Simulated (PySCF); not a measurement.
**How well do the runs reproduce experiment for RbCl?**

**The experiment to reproduce.**

Liu, Meijer, Perez-Rios, Phys. Chem. Chem. Phys. 22 (2020) 24191 lists, for the gas: dipole moment 10.51 D.

The results are set against them at the end.

Compound: RbCl.
SMILES with atom numbers: `[Cl:1][Rb:2]`

Structure used (PBE0-D3(BJ)/def2-SVP), in Å, numbered top down from 1:
```
atom  x, y, z in Å
Cl1    1.3985   -0.0577    0.0061
Rb2   -1.4154    0.0007   -0.0202
```

The PySCF runs (gas phase, on this PBE0-D3(BJ)/def2-SVP geometry; no spin–orbit coupling):

| level | job | basis functions | wall time |
| --- | --- | --- | --- |
| PBE0-D3(BJ)/def2-SVP, grid level 1 | geometry optimisation from a GFN2-xTB start shaken at random | 42 | 2.8 s |

Hardware: one thread of an Arm Neoverse V1 (shared host).

Atoms past Kr carry def2 core potentials in the def2 sets.

Results beside the measurements:

**Dipole moment.** Measured: 10.51 D (Liu, Meijer, Perez-Rios, Phys. Chem. Chem. Phys. 22 (2020) 24191).

| level | computed (D) | computed − measured (D) | % (from the printed values) |
| --- | --- | --- | --- |
| PBE0-D3(BJ)/def2-SVP | 10.34 | -0.17 | -2 |

The computed dipoles belong to one fixed geometry; measured ones are averaged over vibrations unless marked μe. Magnitudes are compared, not signs.

No measured geometry was used, and the causes of the misses weren't examined.
